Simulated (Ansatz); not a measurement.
Basis-set extrapolation for C$_{2}$H$_{5}$B$_{2}$N (`BB1C=NC1`) (PBE0-D4/def2-TZVP geometry, frozen core, the Gaussian-basis code of Ansatz). Multiplicity 1, RHF reference.

```csv
,def2-TZVPP,def2-QZVPP
HF,-182.421404,-182.429525
MP2 correlation,-0.711932,-0.757854
CCSD(T) correlation,-0.784492,not run
```

Energies in hartree. Use E(X) = E(∞) + A·exp(−7.88·√X) for Hartree–Fock and E(X) = E(∞) + B·X^(−2.97) for correlation, with X = 3 and 4, and add CCSD(T) minus MP2 of the smaller set to the MP2 limit.

Problem. What is the CCSD(T) energy at the basis-set limit?

Solution. HF limit: -182.429525 + (-0.008121) × 0.13774 = -182.43064. MP2 limit: -0.757854 + (-0.045922) × 0.74074 = -0.79187. Higher-order term: -0.784492 − (-0.711932) = -0.07256. Total: -183.29507 hartree, 234.1 kJ/mol below CCSD(T)/def2-TZVPP.
